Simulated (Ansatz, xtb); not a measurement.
**Two isomers of C6H8O2**

We compare a, `CO[C@@H]1C(=O)[C@@H]2C[C@H]12`, a singlet, with b, `CO[C@@H]1C(=O)[C@H]2C[C@H]21`, a singlet. Both are isolated molecules in the gas phase, relaxed with r2SCAN-D4/def2-SVP; the shapes shown needn't be the lowest conformers.

a (Å):

```csv
atom,x (Å),y (Å),z (Å)
C,0.3143,0.7813,2.7271
C,-0.0569,-0.7257,0.9853
C,1.1411,-1.7351,1.0317
C,1.0653,-1.9727,-0.4408
C,1.1422,-0.6256,-1.1475
C,-0.1428,-0.9953,-0.5114
O,0.1451,0.6093,1.3352
O,1.7511,-2.2398,1.9385
H,0.4882,1.8513,2.9055
H,1.1728,0.2018,3.1110
H,-0.5916,0.4683,3.2843
H,-0.9056,-1.1758,1.5488
H,1.2435,-2.9103,-0.9751
H,1.7421,0.1826,-0.7176
H,1.1855,-0.7029,-2.2376
H,-1.0664,-1.1570,-1.0724
```

b (Å):

```xyz
16

C    -2.6292   -1.4566    0.2783
C    -0.5509   -0.4220   -0.0346
C    -0.4091   -0.3862   -1.6019
C     1.0800   -0.4623   -1.5540
C     1.6131    0.5835   -0.5928
C     0.9657   -0.6110   -0.0076
O    -1.2231   -1.5782    0.3630
O    -1.2181   -0.5779   -2.4729
H    -3.0563   -2.4059    0.6294
H    -2.9971   -0.6358    0.9263
H    -2.9574   -1.2683   -0.7579
H    -0.9373    0.4822    0.4862
H     1.7313   -0.9749   -2.2685
H     2.7050    0.6195   -0.5447
H     1.1254    1.5635   -0.5250
H     1.4722   -1.3578    0.6083
```

Energies in hartree; the thermal terms are from GFN2-xTB frequencies at re-optimised GFN2-xTB minima (ideal gas, soft modes damped towards free rotors, one conformer each, 298.15 K, 1 atm) and include the zero-point energy:

|  | a | b |
| --- | --- | --- |
| E, CCSD(T)/def2-SVP | −382.484289 | −382.481226 |
| E, MP2/def2-SVP | −382.385658 | −382.382508 |
| E, MP2/def2-TZVPP | −383.095649 | −383.092835 |
| zero-point energy | 0.126733 | 0.126689 |
| H(298 K) − E | 0.135357 | 0.135286 |
| G(298 K) − E | 0.094422 | 0.094545 |

Task: Correct the CCSD(T) difference for the basis set by the MP2 change, then work out ΔE, ΔE₀, ΔH and ΔG for a → b in kJ/mol (1 Eh = 2625.50 kJ/mol) and the equilibrium ratio [b]/[a].

Result: 1. Differences b − a: CCSD(T) +0.003063, MP2 in the small set +0.003150, MP2 in the large set +0.002814 Eh.
2. ΔE = +0.003063 + (+0.002814 − (+0.003150)) = +0.002727 Eh = +7.16 kJ/mol.
3. ΔE₀ = ΔE + ΔZPE = +0.002727 + (−0.000044) Eh = +7.04 kJ/mol.
4. ΔH = ΔE + (−0.000071) Eh = +6.97 kJ/mol.
5. ΔG = ΔE + (+0.000123) Eh = +7.48 kJ/mol, so ΔS = (ΔH − ΔG)/T = −1.7 J/(mol K).
6. kT = 0.9442 mEh, so K = [b]/[a] = exp(−ΔG/kT) = exp(−3.02) ≈ 0.049.

Structure a is favoured at this temperature. An error of 4 kJ/mol in ΔG would change K by a factor of 5. Mirror images and further conformers aren't counted.

As drawn, both hold the same kinds of bond in the same numbers.

Other levels gave ΔE = +3.9 (GFN2-xTB); +8.6 (HF/STO-3G, GFN2-xTB geometries); +7.4 (r2SCAN-D4/def2-SVP//GFN2-xTB); +6.2 (r2SCAN-D4/def2-SVP); +9.3 (HF/def2-SVP); +8.3 (MP2/def2-SVP); +8.0 (CCSD(T)/def2-SVP) kJ/mol. The correlated steps freeze 8 core orbitals. Programs: Ansatz 0.2.0, xtb 6.7.1.
